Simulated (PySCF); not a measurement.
Species: C₆H₇O (doublet state).
Z-matrix (Å and degrees, GFN2-xTB geometry), rows numbered from 1:
```
C 
C   1  1.3577
C   2  1.3951  1  124.06
C   3  1.4478  2  121.54  1  -179.96
O   4  1.2282  3  122.47  2     0.08
C   4  1.4814  3  115.27  2  -179.95
C   6  1.3271  4  121.66  3  -179.95
H   1  1.0775  2  121.15  3     0.04
H   1  1.0754  2  121.75  3  -179.93
H   2  1.0828  1  119.99  3  -179.96
H   3  1.0804  2  119.60  1     0.08
H   6  1.0811  4  116.81  3     0.07
H   7  1.0781  6  119.95  4     0.02
H   7  1.0766  6  122.65  4  -179.98
```

The hyperfine couplings belong to this conformer and change with its torsions.

Identity: `C=C[CH]C(=O)C=C` [radical].

Theory: UKS B3LYP, pcH-1 on C H O, non-relativistic, mean-field spin-orbit, GIAO (PySCF). One conformer (not necessarily the lowest) at the GFN2-xTB geometry, without solvent, vibrations or thermal averaging. Couplings are sensitive to structure, and on GFN2-xTB geometries they can be far from those on DFT ones. Stability of the SCF solution: not tested. ⟨S²⟩ is 0.778 where a pure state has 0.75.

(1) Give the principal g shifts and their parts.

(2) At 9.437 GHz, how far is the centre of the isotropic spectrum from where a free electron (g = 2.002319) resonates?

(3) What are the electron Larmor frequencies g μB B/h along the three axes at 330 mT?

(4) What effective moment and Curie constant follow for a powder?

(5) In a frozen sample, at which fields do the three g values resonate at 9.5, 34, 94 and 263 GHz (hyperfine left aside), and which band first spreads them over more than twice a line width of 0.3 mT?

## Answers

(1) 
| Δg (ppm) | 1 | 2 | 3 |
| --- | --- | --- | --- |
| relativistic mass correction | -172 | -172 | -172 |
| gauge correction | -5 | 38 | 34 |
| orbital Zeeman/spin–orbit | -12 | 1523 | 3720 |
| total | -189 | 1388 | 3581 |

So g = 2.00213, 2.00371, 2.00590 and g_iso = 2.00391; the tensor is rhombic: the two nearest values differ by 42 % of g3 − g1. Axes: g1 is normal to the molecular plane, g2 points within 15° of the C2–C3 bond and g3 points within 10° of the C1–H8 bond.

(2) B = hν/(g μB) with μB/h = 13.99624 MHz/mT gives 336.74 mT for the free electron and 336.47 mT at g_iso, 0.27 mT lower.

(3) 9.2474, 9.2546, 9.2648 GHz for g1, g2 and g3, a range of 17.4 MHz.

(4) With the mean of g² = 4.0157 and S(S+1) = 0.75: μ_eff = √(⟨g²⟩S(S+1)) = 1.735 μB and χT = 0.12505·⟨g²⟩·S(S+1) = 0.377 cm³ K/mol (cgs; spin-Hamiltonian part alone).

(5) 
| band | GHz | B(g3) mT | B(g2) mT | B(g1) mT | spread mT |
| --- | --- | --- | --- | --- | --- |
| X | 9.5 | 338.38 | 338.75 | 339.02 | 0.64 |
| Q | 34.0 | 1211.04 | 1212.36 | 1213.32 | 2.28 |
| W | 94.0 | 3348.17 | 3351.83 | 3354.47 | 6.31 |
| J | 263.0 | 9367.74 | 9377.99 | 9385.38 | 17.64 |

The spread grows in proportion to the frequency. X band is the first where it exceeds 0.6 mT.

The Mulliken spin populations are largest on C3 (+0.59), C1 (+0.55), C2 (-0.22) and O5 (+0.21). Three atoms exceed +0.15. The angles at C3 add up to 360.0°, so it is planar.

The HOMO–LUMO gaps are 4.54 eV among the α and 3.40 eV among the β orbitals.

On an Arm Neoverse V2 with one thread, no GPU, shared host with 96 logical CPUs at a one-minute load of 51, this took 49 s (with the writing of density and orbital grids) and 0.95 GiB of memory at its peak.
